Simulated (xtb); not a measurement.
xtb input (GFN2-xTB):

```bash
xtb mol.xyz --gfn 2 --ohess tight --chrg -1 --uhf 0
```
mol.xyz:
```
14

C     -0.71270456     1.79074336    -1.09777792
Si    -0.36721124     0.25593423    -0.30007403
C     -1.88578579    -0.88153800     0.01356469
P      1.15949565    -1.41887942    -0.97198407
P      0.44724131     0.77426758     1.82143184
H     -1.44677038     1.78763469    -1.93230349
H      0.03523333     2.55339805    -1.19854131
H     -2.32990056    -1.14786872    -0.97595054
H     -2.67453829    -0.29247677     0.53109890
H     -1.69734939    -1.73237365     0.56375236
H      0.75727343    -1.44837214    -2.27884899
H      2.20570315    -0.53080400    -1.22637250
H      1.44408645    -0.22734267     1.90989104
H      1.26449722     1.78959534     1.36992131
```

End of the output:

```
optimized geometry written to: xtbopt.xyz

           -------------------------------------------------
          | TOTAL ENERGY              -15.778545795357 Eh   |
          | TOTAL ENTHALPY            -15.671762299931 Eh   |
          | TOTAL FREE ENERGY         -15.719493337647 Eh   |
          | GRADIENT NORM               0.000495295074 Eh/α |
          | HOMO-LUMO GAP               2.596116244593 eV   |
           -------------------------------------------------

------------------------------------------------------------------------
------------------------------------------------------------------------
 total:
 SCF:
 ANC optimizer:
 analytical hessian:
```

It need not be the lowest isomer of its formula. Whether it binds its extra electron was not tested at this geometry.
